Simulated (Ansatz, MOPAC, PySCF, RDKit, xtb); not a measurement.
Dimer: H2O (SMILES O) (first 3 atoms) with C2H6O (SMILES CCO); geometry from B3LYP-D3(BJ)/def2-TZVP, rigid monomers moved along the line of their centres of mass till H2···O6 is 3.36 Å.
(charge 0, multiplicity 1):
| atom | x (Å) | y (Å) | z (Å) |
|---|---|---|---|
| O | -0.2192 | 0.3078 | 0.1725 |
| H | 0.3039 | 0.1022 | 0.9666 |
| H | 0.1251 | -0.2641 | -0.5197 |
| C | -1.3015 | 0.2272 | 5.0158 |
| C | -0.2672 | -0.8793 | 4.9344 |
| O | 0.9103 | -0.4822 | 4.2146 |
| H | -2.1926 | -0.1250 | 5.5403 |
| H | -1.5910 | 0.5539 | 4.0168 |
| H | -0.9121 | 1.0880 | 5.5667 |
| H | 0.0147 | -1.2299 | 5.9328 |
| H | -0.6595 | -1.7321 | 4.3806 |
| H | 1.2897 | 0.2916 | 4.6466 |

```tsv
level	interaction energy (kJ/mol)	cost
MMFF94	-6.9	-
UFF	-1.3	-
GFN-FF	-7.1	-
AM1	-3.4	-
PM3	-3.2	-
PM6	-5.6	-
PM7	-9.7	-
GFN1-xTB	-5.1	-
GFN2-xTB	-7.2	-
HF/STO-3G (no counterpoise)	-3.5	-
HF/3-21G (no counterpoise)	-8.4	-
HF/6-31G*	-7.0	-
HF/6-31G* (no counterpoise)	-8.2	-
HF/aug-cc-pVDZ	-6.6	-
PBE/def2-TZVPPD	-6.6	×1
PBE-D3(BJ)/def2-TZVPPD	-7.6	×1
PBE-D4/def2-TZVPPD	-7.4	×1
BP86/6-31G* (no counterpoise)	-7.2	-
r2SCAN/def2-TZVPPD	-6.5	×1
r2SCAN-D3(BJ)/def2-TZVPPD	-7.2	×1
r2SCAN-D4/def2-TZVPPD	-7.1	×1
B3LYP/3-21G (no counterpoise)	-7.5	-
B3LYP/6-31G*	-6.1	-
B3LYP/6-31G* (no counterpoise)	-7.9	-
B3LYP/6-311+G** (no counterpoise)	-7.1	-
B3LYP/def2-TZVPPD	-5.8	×1
B3LYP-D3(BJ)/def2-TZVPPD	-7.1	×1
B3LYP-D4/def2-TZVPPD	-6.8	×1
PBE0/def2-TZVPPD	-6.5	×1
PBE0-D3(BJ)/def2-TZVPPD	-7.5	×1
PBE0-D4/def2-TZVPPD	-7.4	×1
M06-2X/6-31G* (no counterpoise)	-8.6	-
wB97X-V/def2-TZVPPD	-7.3	×3
wB97M-V/def2-TZVPPD	-7.2	×3
MP2/6-31G*	-7.1	-
MP2/6-31G* (no counterpoise)	-8.9	-
MP2/aug-cc-pVDZ	-7.1	-
SCS-MP2/aug-cc-pVDZ	-6.8	-
CCSD/aug-cc-pVDZ	-7.0	-
CCSD(T)/aug-cc-pVDZ	-7.0	×10
```

The rows run from -9.7 (PM7) to -1.3 kJ/mol (UFF). In aug-cc-pVDZ the value moves HF -6.6, MP2 -7.1, CCSD -7.0, CCSD(T) -7.0, a shift of -0.5 from HF to CCSD(T). The dispersion term adds -1.0 in PBE-D3(BJ), -0.8 in PBE-D4, -0.6 in r2SCAN-D3(BJ). The 6 functionals in def2-TZVPPD without D3 or D4 span 1.5, from wB97X-V to B3LYP.

Interaction energies are E(AB) − E(A) − E(B) at the monomers' geometry in the complex; basis-set methods are counterpoise corrected. Rows marked so take none. RDKit's UFF carries no charges.

Cores are frozen in the correlated methods. Rows in 3-21G, 6-311+G**, 6-31G*, STO-3G carry no dispersion term and start afresh at each structure (6-31G* with six Cartesian d functions). MP2/6-31G* freezes PySCF's default core. The state that AM1, PM3, PM6, PM7 reach isn't checked; PM7 holds dispersion and hydrogen-bond terms.

Run with Ansatz (Gaussian orbitals); MOPAC for AM1, PM3, PM6, PM7 (differences of heats of formation); PySCF for 3-21G rows, 6-311+G** rows, 6-31G* rows, STO-3G rows, the dispersion terms; RDKit for the force fields; xtb for the GFN methods. Each number belongs to the level named beside it.

Costs are rough ratios of core time to PBE/def2-TZVPPD (about 9 s over the structures, on one shared machine); a dash marks a level with no comparable run of its own.

Ansatz is a program for electronic structure.
